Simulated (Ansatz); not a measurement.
A CCSD(T) single point on C$_{6}$H$_{14}$S, SMILES `CCCCCSC`.

```yaml
crystal:
  periodic: [false, false, false]
  atoms:
    - {symbol: C, position_ang: [1.763726, -1.446707, -1.131645]}
    - {symbol: C, position_ang: [0.780258, -2.097327, -0.171489]}
    - {symbol: C, position_ang: [0.005264, -1.105110, 0.685537]}
    - {symbol: C, position_ang: [-0.949040, -0.221258, -0.099397]}
    - {symbol: C, position_ang: [-1.704327, 0.780599, 0.759058]}
    - {symbol: S, position_ang: [-0.687857, 2.025058, 1.585010]}
    - {symbol: C, position_ang: [-0.104902, 2.962492, 0.167987]}
    - {symbol: H, position_ang: [1.259126, -0.826001, -1.875886]}
    - {symbol: H, position_ang: [2.470278, -0.808448, -0.592831]}
    - {symbol: H, position_ang: [2.342325, -2.197598, -1.674555]}
    - {symbol: H, position_ang: [0.076359, -2.722266, -0.734248]}
    - {symbol: H, position_ang: [1.326262, -2.778450, 0.489262]}
    - {symbol: H, position_ang: [0.707253, -0.470579, 1.237468]}
    - {symbol: H, position_ang: [-0.568534, -1.653230, 1.442277]}
    - {symbol: H, position_ang: [-1.687102, -0.849724, -0.614115]}
    - {symbol: H, position_ang: [-0.411664, 0.313604, -0.888367]}
    - {symbol: H, position_ang: [-2.223091, 0.268022, 1.574803]}
    - {symbol: H, position_ang: [-2.466897, 1.299046, 0.170442]}
    - {symbol: H, position_ang: [-0.942031, 3.337726, -0.424888]}
    - {symbol: H, position_ang: [0.562503, 2.376786, -0.466059]}
    - {symbol: H, position_ang: [0.452092, 3.813367, 0.561615]}
basis:
  gaussian: {orbitals: def2-SVP}
correlation: {method: ccsd_t}
```

```sh
$ ansatz run in.yaml --threads 2 --pin off --events-out ev --progress --plain --max-ram 32768MiB --backend cuda --devices 0, --max-vram 18GiB
```

The program prints (abridged):

```
Functional definition: HF
1761 factors; integrals over basis functions are off by at most 1.1e-3 eV
mean field evaluation 1: about -17209.8155 eV, gradient 3.6e1 eV
mean field evaluation 2: about -17209.8241 eV, gradient 3.6e1 eV
mean field evaluation 4: about -17213.7224 eV, gradient 4.2e0 eV
mean field evaluation 8: about -17213.7797 eV, gradient 6.1e-5 eV
mean field -17213.77967805 eV, -632.5947352494 hartree, gradient 2.4e-6 eV, S^2 0.000000; 0 other end points of the search recorded, 0 dependent functions left out
11 core orbitals not correlated: weight in the atoms' cores, before any rotation towards them, 1.000 or more for the frozen orbitals, at most 0.000 for the correlated occupied ones
reference -17213.77967805 eV, -632.5947352494 hartree; 22, 22 occupied and 139, 139 virtual orbitals, 1761 factors
second order -27.29614976 eV of doubles, -0.00000000 eV of singles
cycle   1  -29.03796027 eV  change    -1.7e0 eV  update   1.0e-1
cycle   2  -29.79875126 eV  change   -7.6e-1 eV  update   3.0e-2
cycle   3  -29.89464942 eV  change   -9.6e-2 eV  update   9.7e-3
cycle   4  -29.89748265 eV  change   -2.8e-3 eV  update   2.5e-3
cycle   5  -29.89870160 eV  change   -1.2e-3 eV  update   7.0e-4
cycle   6  -29.89879587 eV  change   -9.4e-5 eV  update   1.9e-4
cycle   7  -29.89879297 eV  change    2.9e-6 eV  update   5.9e-5
cycle   8  -29.89880027 eV  change   -7.3e-6 eV  update   2.2e-5
perturbative correction -0.90965295 eV, -0.0334291293 hartree
Total energy: -17244.58813127 eV, -633.7269250223 hartree
```

It took 4.2 s on 2 threads of an AMD EPYC 7R13 on a shared host and a share of an NVIDIA H100 80 GB, with 0.9 GiB of host memory at the peak.

MP2 recovers 88.6 % of the CCSD(T) correlation energy and the triples give 3.0 %; T1 = 0.0075.
